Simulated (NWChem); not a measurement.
System: C₄H₅NO; SMILES c1(C)ocnc1

NWChem input:

```
start job
memory heap 200 mb stack 900 mb global 1100 mb
geometry units angstroms noautosym nocenter noautoz
  C      0.013412     2.093863     0.000000
  C      0.109303     0.618312     0.000000
  C      1.132203    -0.281609     0.000000
  N      0.618841    -1.561689     0.000000
  C     -0.657704    -1.389416     0.000000
  O     -1.045087    -0.101667     0.000000
  H     -0.524502     2.460883     0.888474
  H     -0.524502     2.460883    -0.888474
  H      1.019747     2.532253     0.000000
  H      2.202951    -0.085229     0.000000
  H     -1.444722    -2.142009     0.000000
end
basis spherical
  C library def2-svp
  N library def2-svp
  O library def2-svp
  H library def2-svp
end
dft
  xc pbe0
  iterations 150
end
cosmo
  dielec 3.9
end
task dft energy
```

Geometry: optimised at PBE0/def2-SVP.

Level: PBE0/def2-SVP with COSMO at NWChem's default radii, gas-phase geometry; the question gives the dielectric constant.

### Question
What results follow from this input? (PBE0/def2-SVP, COSMO on the gas-phase geometry.) Quantities: electrostatic solvation energy (kcal/mol); dipole in solution (D).

### Answer
```yaml
electrostatic solvation energy (kcal/mol): -3.8
dipole in solution (D): 2.61
```
